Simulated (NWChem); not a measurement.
CdSiNH5; SMILES [NH2][Cd][SiH3]

```xyz
8

Cd     0.5902     0.2781    -0.0072
N      0.8698     2.2737    -0.0165
H      0.4923     2.8079     0.7632
H      0.6361     2.7793    -0.8683
Si     0.4114    -2.2013     0.0069
H      1.0960    -2.8134    -1.1775
H     -1.0180    -2.6495    -0.0300
H      1.0301    -2.8005     1.2333
```
Atoms are numbered in this order, from 1.

Level: PBE0/def2-SVP with def2 effective core potentials on Cd (NWChem), optimised geometry, unscaled harmonic frequencies. def2 effective core potentials on Cd; no spin-orbit coupling.

Q: List the harmonic frequencies with IR intensities, and the thermochemistry.

A: 
```csv
frequency (cm⁻¹),IR intensity (km/mol)
8,17.1
100,3.3
105,1.2
295,5.2
384,143.9
448,4.3
460,7.6
588,70.2
690,17.1
858,262.7
939,38.5
942,41.5
1527,5.2
2204,77.5
2213,93.2
2214,93.3
3560,5.2
3658,9.1
```

```yaml
zero_point_energy: 30.3 kcal/mol
thermal correction to the enthalpy at 298.15 K (with zero-point energy): 35.2 kcal/mol
heat capacity Cv: 21.2 cal/(mol K)
entropy at 298.15 K and 1 atm (symmetry number 1): 86.2 cal/(mol K)
```

Rigid rotor and harmonic oscillator; modes under 100 cm⁻¹ make the entropy uncertain.
